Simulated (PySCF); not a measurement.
# $^{19}$F shieldings along a series

GIAO PBE0/pcSseg-1 on GFN2-xTB geometries (PySCF 2.14.0 with density-fitted response routines, gas phase, non-relativistic):

| SMILES | IAO charge (e) of F | σ(F) (ppm) |
| --- | --- | --- |
| FC(F)(F)C[C@H]([SiH3])[SiH2]P | -0.285 | 252.8 |
| FC(F)(F)[SiH2]C[SiH2]P | -0.289 | 245.5 |
| FC(F)(F)[SiH2][Si@H]([SiH3])[SiH2]P | -0.289 | 237.0 |
| N[SiH2][C@@H]([SiH3])[SiH2]C(F)(F)F | -0.287 | 239.4 |
| F[Si](F)(F)[SiH2][C@H]([SiH3])[SiH2]P | -0.522 | 295.7 |

(1) Fit σ(F) as a line in the IAO charge of F. How well does it hold?

(2) A further member, `C[C@@H]([SiH2]P)[SiH2]C(F)(F)F`, has x = -0.288. What does the line predict, and what does the calculation give?

Answers

(1) σ = 180.1 − 221.2 x, with x in e; correlation -0.96, rms deviation 5.7 ppm, largest 9.6 ppm at `FC(F)(F)C[C@H]([SiH3])[SiH2]P`. A charge says how many electrons sit at the atom, not how easily they circulate, so such a line holds only within like compounds.

(2) The line gives 243.8 ppm; the calculation 238.7 ppm, a difference of -5.1 ppm, within the usual scatter of the fit.
